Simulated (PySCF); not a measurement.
PySCF job for C₄H₄ClF, SMILES C=C(Cl)/C=C\F, B3LYP-D3(BJ)/def2-SVP. Coordinates come from a B3LYP-D3(BJ)/def2-SVP optimisation. The structure was generated by enumeration; whether it is a known compound was not checked. One conformer was computed; it need not be the lowest.

```python
import numpy as np
from pyscf import gto, scf, dft, df
from pyscf.hessian import thermo

mol = gto.M(
    atom='''
    C     1.10481906   -1.98453649   -0.00000000
    C     0.46704660   -0.80204546    0.00000000
    Cl   -1.28692218   -0.78288873   -0.00000000
    C     1.17047517    0.47585610    0.00000000
    C     0.70549877    1.73316728    0.00000000
    F    -0.57720096    2.08011904    0.00000000
    H     0.55660242   -2.92687680    0.00000000
    H     2.19669873   -2.01500880   -0.00000000
    H     2.26076968    0.39395893   -0.00000001
    H     1.37137723    2.60131516   -0.00000000
    ''',
    basis='def2-SVP',
    charge=0,
    spin=0,
    max_memory=1600,
    verbose=3,
)
mf = dft.RKS(mol, xc='b3lyp').density_fit(auxbasis='def2-universal-jkfit')
mf.disp = 'd3bj'
mf.grids.level = 3
mf.conv_tol = 1e-11
mf.max_cycle = 100
mf.kernel()

# [left out here: the lines that compute and print the analytic Hessian (its translational invariance restored by hand, since the grid's response is missing), thermochemistry and intensities]
```

Program output:

```
converged SCF energy = -714.5159490895

WARN: DFTD3 does not support analytical Hessian, using finite difference


WARN: Mole.unit (angstrom) is changed to Bohr

Mode                                 0                   1                   2
Irrep
Freq [cm^-1]                       63.0034            177.8719            319.6777
Reduced mass [au]                   4.5850             14.6820              9.4135
Force const [Dyne/A]                0.0107              0.2737              0.5668
Char temp [K]                      90.6479            255.9180            459.9450
Normal mode                   x     y     z       x     y     z       x     y     z
       0   C                 0.00  0.00  0.13   -0.02 -0.02  0.00   -0.00  0.11  0.00
       1   C                -0.00 -0.00  0.00    0.03  0.00 -0.00   -0.04  0.09 -0.00
       2  Cl                -0.00 -0.00 -0.05    0.03  0.10 -0.00   -0.07 -0.04  0.00
       3   C                -0.00  0.00 -0.12    0.04 -0.01 -0.00    0.06  0.04 -0.00
       4   C                 0.00  0.00 -0.06   -0.03 -0.04  0.00    0.08  0.03  0.00
       5   F                 0.00  0.00  0.13   -0.06 -0.15  0.00    0.05 -0.12 -0.00
       6   H                 0.00 -0.00  0.21   -0.07  0.00  0.00    0.04  0.09  0.00
       7   H                 0.00  0.00  0.16   -0.02 -0.07  0.00   -0.00  0.16  0.00
       8   H                -0.00 -0.00 -0.26    0.05  0.02 -0.00    0.05 -0.05 -0.00
       9   H                -0.00  0.00 -0.17   -0.11  0.02  0.00    0.02  0.08  0.00
Mode                                 3                   4                   5
Irrep
Freq [cm^-1]                      333.0539            392.9422            605.4654
Reduced mass [au]                   3.0329              2.8452              3.7990
Force const [Dyne/A]                0.1982              0.2588              0.8205
Char temp [K]                     479.1904            565.3564            871.1300
Normal mode                   x     y     z       x     y     z       x     y     z
       0   C                 0.00 -0.00  0.06    0.16  0.04 -0.00    0.00 -0.00  0.03
       1   C                 0.00 -0.00 -0.14   -0.03 -0.06  0.00    0.00 -0.00 -0.20
       2  Cl                 0.00  0.00  0.02   -0.05  0.05 -0.00   -0.00 -0.00  0.02
       3   C                -0.00 -0.00 -0.11   -0.05 -0.07  0.00    0.00  0.00  0.12
       4   C                -0.00 -0.00  0.14   -0.01 -0.06  0.00   -0.00 -0.00 -0.09
       5   F                -0.00  0.00 -0.04    0.01  0.00 -0.00   -0.00  0.00  0.03
       6   H                -0.00 -0.00  0.26    0.39 -0.10 -0.00    0.00 -0.00 -0.01
       7   H                 0.00 -0.00  0.06    0.17  0.30  0.00    0.00  0.00  0.34
       8   H                -0.00  0.00  0.00   -0.05 -0.08  0.00    0.00  0.00  0.26
       9   H                -0.00 -0.00  0.45    0.04 -0.10 -0.00   -0.00 -0.00 -0.13
Mode                                 6                   7                   8
Irrep
Freq [cm^-1]                      635.4897            689.5916            779.0688
Reduced mass [au]                   6.1706              1.0817              6.7247
Force const [Dyne/A]                1.4682              0.3031              2.4048
Char temp [K]                     914.3282            992.1688           1120.9065
Normal mode                   x     y     z       x     y     z       x     y     z
       0   C                 0.07 -0.10  0.00    0.00 -0.00  0.00    0.02 -0.08 -0.00
       1   C                 0.13 -0.04  0.00    0.00 -0.00 -0.01   -0.04 -0.07  0.00
       2  Cl                -0.09  0.00  0.00   -0.00  0.00 -0.01    0.02  0.01  0.00
       3   C                 0.09  0.06 -0.00   -0.00  0.00  0.04   -0.15  0.07 -0.00
       4   C                 0.00  0.05  0.00    0.00  0.00 -0.06    0.06  0.15 -0.00
       5   F                -0.02  0.01 -0.00   -0.00 -0.00  0.02    0.04 -0.06  0.00
       6   H                -0.02 -0.05 -0.00    0.00 -0.00  0.62    0.08 -0.12 -0.00
       7   H                 0.07 -0.23  0.00    0.00 -0.00 -0.65    0.02 -0.03  0.00
       8   H                 0.10  0.15 -0.00    0.00 -0.00  0.32   -0.15 -0.00  0.00
       9   H                -0.05  0.09 -0.00    0.00  0.00  0.08    0.05  0.17  0.00
Mode                                 9                  10                  11
Irrep
Freq [cm^-1]                      805.4627            887.6332            916.2927
Reduced mass [au]                   1.3627              1.3856              1.9617
Force const [Dyne/A]                0.5209              0.6432              0.9704
Char temp [K]                    1158.8815           1277.1066           1318.3412
Normal mode                   x     y     z       x     y     z       x     y     z
       0   C                 0.00 -0.00 -0.00   -0.00  0.00  0.15   -0.08 -0.06  0.00
       1   C                -0.00 -0.00 -0.06   -0.00 -0.00 -0.06   -0.08 -0.05  0.00
       2  Cl                 0.00  0.00 -0.00    0.00 -0.00  0.00    0.01 -0.00 -0.00
       3   C                -0.00  0.00  0.08   -0.00  0.00  0.00    0.13  0.02  0.00
       4   C                 0.00  0.00  0.11   -0.00 -0.00  0.01    0.03  0.04 -0.00
       5   F                 0.00 -0.00 -0.03    0.00 -0.00 -0.00   -0.05  0.02  0.00
       6   H                 0.00 -0.00  0.29    0.00 -0.00 -0.59    0.37 -0.32 -0.00
       7   H                 0.00  0.00 -0.13   -0.00  0.00 -0.58   -0.06  0.42 -0.00
       8   H                -0.00  0.00 -0.55    0.00  0.00  0.02    0.13 -0.01 -0.00
       9   H                 0.00  0.00 -0.55    0.00 -0.00 -0.10   -0.08  0.13  0.00
Mode                                12                  13                  14
Irrep
Freq [cm^-1]                      945.3277           1070.1722           1236.8854
Reduced mass [au]                   1.2722              2.1706              2.5291
Force const [Dyne/A]                0.6699              1.4646              2.2796
Char temp [K]                    1360.1161           1539.7395           1779.6028
Normal mode                   x     y     z       x     y     z       x     y     z
       0   C                -0.00 -0.00 -0.01    0.07  0.02  0.00   -0.07 -0.02  0.00
       1   C                -0.00 -0.00  0.01   -0.06 -0.02 -0.00    0.17  0.08 -0.00
       2  Cl                 0.00 -0.00  0.00    0.00  0.00 -0.00   -0.01 -0.00 -0.00
       3   C                 0.00  0.00 -0.10    0.04 -0.06  0.00   -0.07 -0.03  0.00
       4   C                 0.00  0.00  0.09    0.12  0.05  0.00    0.06  0.01 -0.00
       5   F                -0.00  0.00 -0.00   -0.10  0.03  0.00   -0.05 -0.00  0.00
       6   H                 0.00 -0.00  0.02   -0.18  0.16 -0.00    0.14 -0.13 -0.00
       7   H                -0.00  0.00  0.08    0.06 -0.29 -0.00   -0.05  0.29 -0.00
       8   H                 0.00 -0.00  0.62    0.01 -0.51 -0.00   -0.10 -0.35 -0.00
       9   H                -0.00  0.00 -0.61    0.02  0.12 -0.00    0.26 -0.15  0.00
Mode                                15                  16                  17
Irrep
Freq [cm^-1]                     1295.6849           1376.3617           1438.4143
Reduced mass [au]                   1.3386              1.2267              1.4990
Force const [Dyne/A]                1.3240              1.3692              1.8273
Char temp [K]                    1864.2021           1980.2781           2069.5579
Normal mode                   x     y     z       x     y     z       x     y     z
       0   C                -0.00 -0.02 -0.00    0.01 -0.01 -0.00    0.03 -0.03 -0.00
       1   C                 0.03  0.03 -0.00   -0.06  0.08 -0.00   -0.03 -0.06 -0.00
       2  Cl                -0.00  0.00 -0.00    0.00 -0.00 -0.00    0.00  0.00 -0.00
       3   C                 0.01  0.01  0.00    0.02  0.06  0.00    0.05  0.09 -0.00
       4   C                -0.11  0.01  0.00   -0.04 -0.01  0.00   -0.10  0.03  0.00
       5   F                 0.07  0.00  0.00    0.00 -0.01 -0.00    0.02 -0.01 -0.00
       6   H                 0.10 -0.07 -0.00    0.45 -0.29 -0.00   -0.32  0.18 -0.00
       7   H                -0.00 -0.04 -0.00    0.01 -0.55  0.00    0.03  0.31 -0.00
       8   H                -0.05 -0.62 -0.00   -0.00 -0.14 -0.00    0.02 -0.36 -0.00
       9   H                -0.49  0.30 -0.00    0.32 -0.29  0.00    0.40 -0.35 -0.00
Mode                                18                  19                  20
Irrep
Freq [cm^-1]                     1654.6889           1746.4966           3158.1633
Reduced mass [au]                   5.2871              7.4379              1.0615
Force const [Dyne/A]                8.5291             13.3671              6.2376
Char temp [K]                    2380.7288           2512.8197           4543.8938
Normal mode                   x     y     z       x     y     z       x     y     z
       0   C                 0.08 -0.16  0.00   -0.02  0.04 -0.00   -0.04  0.05 -0.00
       1   C                -0.07  0.17  0.00    0.02 -0.08 -0.00    0.00 -0.01 -0.00
       2  Cl                 0.00 -0.00 -0.00   -0.00  0.00  0.00    0.00 -0.00 -0.00
       3   C                -0.02  0.04  0.00   -0.03  0.19  0.00    0.01 -0.00 -0.00
       4   C                 0.04 -0.07 -0.00    0.09 -0.15 -0.00   -0.00 -0.00 -0.00
       5   F                -0.01  0.01  0.00   -0.02  0.01 -0.00   -0.00  0.00 -0.00
       6   H                -0.22 -0.01 -0.00    0.04  0.01 -0.00   -0.30 -0.50 -0.00
       7   H                 0.11  0.21  0.00   -0.03 -0.03  0.00    0.76 -0.01  0.00
       8   H                -0.03  0.03  0.00   -0.08 -0.14 -0.00   -0.12  0.01  0.00
       9   H                -0.09  0.01  0.00   -0.17 -0.00  0.00    0.02  0.03  0.00
Mode                                21                  22                  23
Irrep
Freq [cm^-1]                     3177.3295           3200.6121           3267.4078
Reduced mass [au]                   1.0858              1.0982              1.1185
Force const [Dyne/A]                6.4584              6.6283              7.0352
Char temp [K]                    4571.4697           4604.9683           4701.0724
Normal mode                   x     y     z       x     y     z       x     y     z
       0   C                 0.00 -0.01  0.00   -0.00 -0.00  0.00    0.08  0.05  0.00
       1   C                -0.00 -0.00 -0.00   -0.00 -0.00  0.00    0.00 -0.00  0.00
       2  Cl                -0.00 -0.00 -0.00   -0.00 -0.00 -0.00   -0.00 -0.00 -0.00
       3   C                 0.07 -0.01 -0.00    0.04 -0.01 -0.00    0.00 -0.00 -0.00
       4   C                -0.02 -0.03  0.00    0.04  0.07 -0.00   -0.00  0.00 -0.00
       5   F                -0.00  0.00 -0.00    0.00 -0.00 -0.00   -0.00  0.00 -0.00
       6   H                 0.04  0.08 -0.00    0.01  0.02 -0.00   -0.37 -0.65 -0.00
       7   H                -0.09  0.00  0.00   -0.01  0.00  0.00   -0.57  0.02 -0.00
       8   H                -0.85  0.07  0.00   -0.42  0.04  0.00   -0.02 -0.00  0.00
       9   H                 0.26  0.34 -0.00   -0.51 -0.68  0.00   -0.00 -0.00  0.00
temperature 298.1500 [K]
pressure 101325.00 [Pa]
Rotational constants [GHz] 4.34848 2.32431 1.51469
Symmetry number 1
Zero-point energy (ZPE) 0.06874 [Eh]   180475.202 [J/mol]
                           tot       elec      trans        rot        vib
Entropy [J/mol/K]       333.711      0.000    166.968    114.819     51.923
Cv [J/mol/K]             88.054      0.000     12.472     12.472     63.110
Cp [J/mol/K]             96.368      0.000     20.786     12.472     63.110
Internal energy [J/mol]                      3718.434   3718.434 189137.635
Internal energy [Eh]   -714.44108  -714.51595
Enthalpy [J/mol]                             6197.391   3718.434 189137.635
Enthalpy [Eh]          -714.44013
Gibbs free energy [J/mol]                  -43584.219 -30514.956 173656.798
Gibbs free energy [Eh] -714.47803
mode   freq/cm-1   IR/(km/mol)
   1       63.00         0.801
   2      177.87         0.907
   3      319.68         2.311
   4      333.05        10.098
   5      392.94         3.277
   6      605.47         1.180
   7      635.49        21.855
   8      689.59         1.603
   9      779.07         6.550
  10      805.46        14.971
  11      887.63        43.150
  12      916.29         5.022
  13      945.33         0.186
  14     1070.17        45.533
  15     1236.89        97.811
  16     1295.68        46.266
  17     1376.36         3.855
  18     1438.41        37.482
  19     1654.69         4.944
  20     1746.50       124.966
  21     3158.16         1.209
  22     3177.33         0.508
  23     3200.61         8.542
  24     3267.41         1.051
max |gradient| / (hartree/bohr): 5.8324243766350454e-05
APT charges: [-0.2513  0.4512 -0.2693 -0.1913  0.5578 -0.4854  0.069   0.0464  0.0319
  0.041 ]
```

The run converged.

Cost: about 2.5 core-minutes (a rough figure).
